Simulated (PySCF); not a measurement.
Ligands exchanged one at a time, Sn F-OH. Gas-phase values, no solvent. One relaxed conformer stands for each flexible species; it need not be the lowest. Strings in code marks are SMILES.

The numbers are results of PBE-D3(BJ)/def2-TZVP // B3LYP-D3(BJ)/def2-TZVP (PySCF), not measurements. 

| species | S1 oscillator strength | HOMO (eV) |
|---|---|---|
| 0 of 4 F replaced by OH (`[F][Sn]([F])([F])[F]`) | 0.000 | -10.24 |
| 1 of 4 F replaced by OH (`[F][Sn]([F])([F])[OH]`) | 0.012 | -8.61 |
| 2 of 4 F replaced by OH (`[OH][Sn]([OH])([F])[F]` (H–O–Sn–F torsion -96°, F–Sn–O–H torsion 20°)) | 0.007 | -8.20 |
| 3 of 4 F replaced by OH (`[OH][Sn]([F])([OH])[OH]`) | 0.011 | … |
| 4 of 4 F replaced by OH (`[OH][Sn]([OH])([OH])[OH]`) | 0.015 | … |

Question: Complete the blanks.

Answer: 
- 3 of 4 F replaced by OH (`[OH][Sn]([F])([OH])[OH]`), HOMO (eV): -7.76
- 4 of 4 F replaced by OH (`[OH][Sn]([OH])([OH])[OH]`), HOMO (eV): -7.36
